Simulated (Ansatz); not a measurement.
Gas-phase electronic energies from Ansatz, PBE0-D4/def2-TZVP geometries. CCSD(T)/CBS adds triple-zeta CCSD(T) − MP2 to the extrapolated MP2 energy (def2 sets, frozen cores). This one scheme is used for every species. DFT in def2-TZVPP. HSE06 is defined as in plane-wave codes. Elements past krypton have def2 core potentials. For In outer-core shells are correlated without core-valence functions, which leaves a few kJ/mol of doubt a bond. One conformer a species, not always the lowest.

Reaction (ligand exchange at the In–C bond): `[CH3][In]([OH])[OH]` + H₂S → `[OH][In]([OH])[SH]` + CH₄

`[CH3][In]([OH])[OH]`:

```xyz
9

C     0.821    0.794    1.190
In   -0.149   -0.329   -0.334
O     0.429   -2.117   -0.960
O    -1.762    0.140   -1.407
H     1.043    1.797    0.825
H     0.166    0.870    2.058
H     1.745    0.294    1.475
H    -0.151   -2.444   -1.652
H    -2.143    0.995   -1.196
```

H₂S:

Z-matrix (Å, degrees):
```
S
H 1 1.341
H 1 1.341 2 92.3
```

`[OH][In]([OH])[SH]`:

Cartesian coordinates in Å:
```
O 1.117 0.738 -1.546
In 0.053 0.057 -0.025
O -1.018 -1.545 -0.448
S -0.012 0.993 2.143
H 1.637 1.518 -1.335
H -0.899 -1.820 -1.362
H -0.878 0.059 2.572
```

CH₄:

```xyz
5

C     0.000    0.000    0.000
H    -0.281   -0.032   -1.052
H     0.226   -1.008    0.346
H    -0.824    0.408    0.584
H     0.879    0.632    0.122
```

```
           level  ΔE (eV)
             PBE    -1.04
            PBE0    -1.07
           HSE06    -1.07
CCSD(T)/def2-SVP    -1.11
```

Task: What does CCSD(T)/CBS give? (Estimate.)

Result: Ansatz gave: -1.03 eV. The listed levels differ from it by -0.01, -0.04, -0.04, -0.08 eV.

Largest T1 diagnostic among the species: 0.016.

Leaving LDA and LC-ωPBE aside and taking each functional with its dispersion term where it has one, the values, not all of them listed here, spread over 0.11 eV, from B97M-V to ωB97M-V. LDA lies +0.05 eV from PBE without D4. In def2-TZVPP, CCSD(T) changes the Hartree–Fock value by +0.16 eV (the triples alone add −0.00 eV) and MP2 by +0.14 eV. At CCSD(T), def2-SVP lies −0.07 eV from the extrapolated value and def2-TZVPP +0.02 eV.
